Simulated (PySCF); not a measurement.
Problem. Write Cartesian coordinates for CF3CH2CO2H (`O=C(O)CC(F)(F)F`) as optimised with GFN2-xTB.

Solution. 
```
atom  x, y, z in Å
O1     1.437   -0.782    1.535
C2     1.038   -0.447    0.459
O3     1.777    0.163   -0.461
C4    -0.385   -0.676   -0.043
C5    -1.120    0.643   -0.218
F6    -2.404    0.436   -0.550
F7    -1.129    1.376    0.902
F8    -0.598    1.410   -1.179
H9     2.676    0.335   -0.138
H10   -0.357   -1.173   -1.014
H11   -0.930   -1.282    0.682
```

Any rigid rotation of these coordinates is as good. Atoms count from 1 in this order. The 2 C–O bonds span 1.195 Å (O1=C2, drawn double) to 1.328 Å (C2–O3, drawn single), a spread of 0.133 Å. Of the pairs four or more bonds apart, O3···F8 is among the closest relative to their van der Waals radii: 2.78 Å, 93 % of the sum of Bondi's values.

Bonds between heavy atoms (Å): O1=C2 1.195, C2–O3 1.328, C2–C4 1.526, C4–C5 1.520, C5–F6 1.342, C5–F7 1.338, C5–F8 1.336.

Structure optimised with GFN2-xTB, isolated species.

Point group: C1 (no symmetry element, even within 0.4 Å). No frequency check. One conformer, not necessarily the lowest (O1–C2–O3–H -2°, O1–C2–C4–C5 113°).

The numbers are calculated, not measured.
